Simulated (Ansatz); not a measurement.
Reactions of `O=C(S)C[SeH]`.

Isolated molecules relaxed with PBE0-D4/def2-TZVP in Ansatz; ΔE leaves out vibrations. CBS: MP2 limit from def2 TZ/QZ plus the TZ coupled-cluster correction, frozen cores. This one scheme is used for every species, atoms too. Functionals use def2-TZVPP. Open shells (•) are unrestricted, without spin–orbit coupling. Spin–orbit coupling would lower the free atoms: a little for C, O, S; clearly for Se. For Se outer-core shells are correlated without core-valence functions, so the limit isn't a true one: a few kJ/mol of doubt a bond, and 10 to 20 or more in all where bonds break to atoms. Scalar relativity is left out up to krypton. One conformer a species, not always the lowest.

| reaction | r2SCAN-D4 (kcal/mol) |
| --- | --- |
| `O=C(S)C[SeH]` + H₂O → `O=C(S)CO` + H₂Se | 4.9 |
| `O=C(S)C[SeH]` + SiH₄ → `O=C([SiH3])S` + `C[SeH]` | -2.5 |
| `O=C(S)C[SeH]` + CH₄ → `CCC(=O)S` + H₂Se | -2.8 |
| `O=C(S)C[SeH]` → `[CH2]` (triplet) + `O=C(S)[SeH]` | 95.6 |
| `O=C(S)C[SeH]` + `BN` → `BNC(=O)S` + `C[SeH]` | -4.2 |
| `O=C(S)C[SeH]` → 2 C• + 4 H• + O• + S• + Se• | 790.3 |

**Question.** Give the CCSD(T)/CBS values in the same order. (Estimate.)

**Answer.** Computed: 8.3, -1.5, -2.3, 103.4, -2.0, 783.9 kcal/mol.

Largest T1 diagnostic: 0.017, for `O=C([SiH3])S`.
